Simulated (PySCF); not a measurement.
C₄H₅NS₂, SMILES Cc1ncsc1S.

Coordinates come from a r2SCAN-D4/def2-SVP optimisation. One conformer was computed; it need not be the lowest.

Method: SMD-B3LYP/def2-SVP run with PySCF.

Solvation free energies are E(SMD) − E(gas) at the gas-phase geometry, for 1 M in both phases. In vacuum the dipole moment is 1.13 D.

Computed solvation free energies in water, ethylethanoate, N,N-dimethylformamide:
| solvent | ΔG(solv) (kcal/mol) | its non-electrostatic (CDS) part | dipole (D) |
|---|---|---|---|
| water | -2.9 | 1.6 | 1.50 |
| ethylethanoate | -4.7 | -1.3 | 1.39 |
| N,N-dimethylformamide | -4.5 | -0.1 | 1.49 |
